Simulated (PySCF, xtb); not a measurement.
F4S, SMILES FS(F)(F)F.

xtb 6.7.1 with GFN2-xTB at its own geometry gives an orbital gap of 6.27 eV and a dipole moment of 3.67 D.

The structure is a stationary point at PBE0-D3(BJ)/def2-SVP.

Task: What does PySCF with r2SCAN/def2-TZVP give? (The exact figures need the calculation; the answer reports its results.)

Result: gap 5.56 eV (levels -8.67 and -3.12 eV), dipole 0.69 D.
